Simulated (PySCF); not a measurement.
## From computed data to an observable: chemical shift, span and skew from a shielding tensor

C2H4FNOSi, SMILES O=C/N=C/[SiH2]F. Atoms are numbered in the order given.

```xyz
10

O      2.8833    -0.8072     0.6089
C      2.4533     0.0637    -0.1025
N      1.1362     0.5450    -0.0637
C      0.1331    -0.2309    -0.2074
Si    -1.5861     0.5391    -0.0183
F     -2.6856    -0.6565    -0.1384
H      3.0845     0.6321    -0.8263
H      0.2758    -1.3081    -0.4380
H     -1.8190     1.5093    -1.1174
H     -1.7030     1.1730     1.3176
```
Charge 0, spin multiplicity 1.

Geometry optimised at B3LYP-D3(BJ)/def2-SVP. The structure was generated by enumeration; whether it is a known compound was not checked. The values are those of a single conformer.

GIAO shieldings from HF/pcSseg-1 (PySCF), non-relativistic, no solvent. The symmetric part of the tensor of C4 has the principal values -93.5, -53.9, 147.4 ppm. The same nucleus in TMS has σ = 192.6 ppm at this level (PySCF, at its B3LYP-D3(BJ)/def2-TZVP geometry).

Problem. Work out the isotropic shielding, the ¹³C shift against TMS, the span and the skew.

Solution. 
σ(iso) = (σ11 + σ22 + σ33)/3 = 0.0 ppm. δ = σ(ref) − σ(iso) = 192.6 − (0.0) = 192.6 ppm.
Span Ω = σ33 − σ11 = 240.9 ppm. Skew κ = 3(σ(iso) − σ22)/Ω = 0.67. Tumbling in solution averages the tensor to δ; in a static solid the shielding alone would spread this spin-1/2 line over Ω.
